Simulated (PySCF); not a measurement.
## Dipole response of Ca⁺ (calcium, charge +1)

[Ar] 4s1, 2S determinant. Calculation: PySCF 2.14, in dyall-av3z (25s18p5d4f, 132 functions); the spin-free X2C one-electron Hamiltonian (Gaussian nucleus). Coupled (time-dependent) response in atomic units; α is the mean over directions.

```tsv
method	mean α (bohr³)	C₆ (like pair)	S(−4)
MN15	101.4	826.2	9796
```

S(−4) is the Cauchy moment in α(ω) = α(0) + S(−4) ω² + …

α(iu) at MN15:

```json
{"u (hartree)": "0", "α(iu) (bohr³)": "101.4"}
{"u (hartree)": "0.0500", "α(iu) (bohr³)": "81.83"}
{"u (hartree)": "0.100", "α(iu) (bohr³)": "52.46"}
{"u (hartree)": "0.200", "α(iu) (bohr³)": "23.04"}
{"u (hartree)": "0.300", "α(iu) (bohr³)": "13.12"}
{"u (hartree)": "0.500", "α(iu) (bohr³)": "6.748"}
{"u (hartree)": "0.750", "α(iu) (bohr³)": "4.240"}
{"u (hartree)": "1.00", "α(iu) (bohr³)": "3.080"}
{"u (hartree)": "1.50", "α(iu) (bohr³)": "1.891"}
{"u (hartree)": "2.00", "α(iu) (bohr³)": "1.276"}
{"u (hartree)": "3.00", "α(iu) (bohr³)": "0.6847"}
{"u (hartree)": "5.00", "α(iu) (bohr³)": "0.2898"}
```

For an ion, C₆ is the dispersion term alone; charge-induced terms of lower order in 1/R come first.
